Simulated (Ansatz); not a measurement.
`[CH3][Nb](=[O])([F])[F]` + HCl → `[O]=[Nb]([F])([F])[Cl]` + CH₄ at 400 K and 1 bar (ligand exchange at the Nb–C bond).

Computed with Ansatz on PBE0-D4/def2-TZVP structures; ΔE is electronic, products minus reactants. CCSD(T)/CBS adds triple-zeta CCSD(T) − MP2 to the extrapolated MP2 energy (def2 sets, frozen cores). This one scheme is used for every species. def2 core potentials past Kr. For Nb outer-core shells are correlated without core-valence functions, which leaves a few kJ/mol of doubt a bond.

```csv
species,CCSD(T)/CBS energy (Eh),H − E (kJ/mol),S (J/(mol·K))
`[CH3][Nb](=[O])([F])[F]`,-371.72018,143.8,386.6
HCl,-460.38127,29.6,195.4
`[O]=[Nb]([F])([F])[Cl]`,-791.70274,51.3,368.2
CH₄,-40.46206,131.3,197.2
```

H − E and S are ideal-gas, rigid-rotor, harmonic terms from PBE0-D4/def2-TZVP. 1 Eh = 2625.50 kJ/mol, R = 8.31446 J/(mol·K).

**Question.** By hand: ΔE, ΔH, ΔS and ΔG.

**Answer.** ΔE = (-791.70274) + (-40.46206) − (-371.72018) − (-460.38127) = -0.06335 Eh = -166.3 kJ/mol. Δ(H − E) = 51.3 + 131.3 − 143.8 − 29.6 = 9.2, so ΔH = -157.1 kJ/mol. ΔS = 368.2 + 197.2 − 386.6 − 195.4 = -16.6 J/(mol·K). ΔG = -157.1 − 400 × (-16.6)/1000 = -150.5 kJ/mol.

**Question.** By hand: the equilibrium constant, and the temperature at which ΔG would vanish if ΔH and ΔS stayed fixed.

**Answer.** log₁₀ K = −ΔG/(RT ln 10) = 19.7. ΔG = 0 at ΔH/ΔS = 9464 K, far beyond where these terms or the molecules hold.

ΔH outweighs TΔS. A doubt of 5 kJ/mol in ΔE shifts log₁₀ K by 0.7 here. These are equilibria of isolated gas molecules and say nothing of rates. Largest T1 diagnostic: 0.022 (customary marks: 0.02 for closed shells, 0.045 for open ones).
